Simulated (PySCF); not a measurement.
## HTcN at several levels of theory

All levels use the PBE0 minimum (doublet; Tc–H 1.649 Å, Tc–N 1.576 Å; H–Tc–N 99.9°), basis [Tc def2-TZVP with ECP28, N def2-TZVP, H def2-TZVP], scalar-relativistic core potentials, density fitting, no spin–orbit coupling, PySCF. For vertical energies the ionised species is a triplet (spins chosen at PBE0 and kept) and the electron-attached one a triplet. Atomisation goes to high-spin ground-configuration atoms, without zero-point energy. Open shells are unrestricted, also as the reference of the correlated levels. A dash marks a value that was not computed or is not defined at that level.

```tsv
level	atomisation (kJ/mol)	vertical IP (eV)	vertical EA (eV)	−ε(HOMO) (eV)	dipole (D)
PBE0	760	8.09	0.95	5.90	3.84
HF	38	6.38	0.54	8.64	4.58
MP2	642	8.44	1.31	–	–
PBE	908	8.15	0.92	4.40	3.33
B3LYP	787	8.27	1.00	5.73	3.71
r2SCAN	781	8.01	1.05	4.65	3.61
TPSSh	?	?	?	?	?
B97-3	?	?	?	?	?
LC-wPBE	748	8.07	0.97	8.68	4.43
```

Question: Fill in the row of TPSSh.

Answer: atomisation (kJ/mol) 816, vertical IP (eV) 8.08, vertical EA (eV) 0.89, −ε(HOMO) (eV) 5.13, dipole (D) 3.76.

Question: Fill in the row of B97-3.

Answer: atomisation (kJ/mol) 754, vertical IP (eV) 8.13, vertical EA (eV) 0.85, −ε(HOMO) (eV) 5.97, dipole (D) 3.87.

Spin contamination in at least one species weakens the values at: HF, MP2.

Without diffuse functions attachment energies tend to come out too low.

Other spin states or occupations of the open shell can lie lower.
